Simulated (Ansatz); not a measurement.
CH₃ClN₂Si (`N[SiH]1N=C1Cl`). Charge 0, multiplicity 1.

Z-matrix (Å, degrees):
```
Si
N 1 1.775
C 1 1.766 2 42.3
N 1 1.683 2 121.5 3 -108.7
H 1 1.472 2 120.2 3 108.2
Cl 3 1.726 1 162.8 2 -171.9
H 4 1.006 1 124.1 2 34.8
H 4 1.005 1 122.3 2 -143.4
```

**Question.** Give the diagnostics of a CCSD(T)/def2-TZVPP run (frozen core, Ansatz 0.2.0). (Best estimate.)

**Answer.** The calculation gave: T1 = 0.0134, largest single amplitude 0.019, largest double 0.049, (T) share of the correlation energy 4.6 %, 10 CCSD cycles. The RHF solution is stable towards an unrestricted one. T1 lies under the customary mark of 0.02 for closed shells.
